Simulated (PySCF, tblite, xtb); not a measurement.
Breaking a bond: Ge₂, triplet.

GFN1-xTB (xtb); UMP2 = MP2 on UHF/cc-pVDZ, 18 core orbitals frozen run with PySCF; UHF/LANL2DZ = PySCF 2.14.0 with unrestricted Hartree-Fock/LANL2DZ, with its core potentials past Ne; GFN2-xTB, 300 K electronic temperature (tblite).

Energies are in kcal/mol, each relative to the lowest point of its own curve near equilibrium.

```
R / Å  GFN1-xTB  UMP2  UHF/LANL2DZ  GFN2-xTB
-----  --------  ----  -----------  --------
1.77      184.3  95.4        105.6     168.3
1.92       49.3  38.8         51.3      49.9
2.04       10.8     ?            ?      16.5
2.15        0.0     ?         12.7       5.9
2.26        0.4   3.0          4.8       0.7
2.30        2.1     ?          3.0       0.0
2.38        6.0   0.0          0.8       0.2
2.45        9.4   0.3          0.0         ?
2.54       14.5   4.5          0.2       5.0
2.59       17.7   8.6          0.7       7.2
2.77          ?     —          4.2      17.2
```

Question: Fill in the missing entries.

Answer: 
- 2.04, UMP2: 22.6
- 2.04, UHF/LANL2DZ: 26.5
- 2.15, UMP2: 11.3
- 2.30, UMP2: 1.4
- 2.45, GFN2-xTB: 1.7
- 2.77, GFN1-xTB: 30.7

A dash means that the run gave no value there, or that the column was ended at a point which the program doubted or which failed a test of continuity chosen for this set; such a test can also cut sound points.

The scan ran from 1.77 to 7.16 Å; beyond the distances shown one of the unrestricted levels run for this scan, shown here or not, changes its spin distribution in one step. The unrestricted determinant behind UMP2 is spin-contaminated at 2.77 Å (<S²> up to 2.2, against 2.00 for a pure triplet). The unrestricted determinant behind UHF/LANL2DZ is spin-contaminated at 2.04 to 2.77 Å (<S²> up to 2.8, against 2.00 for a pure triplet).
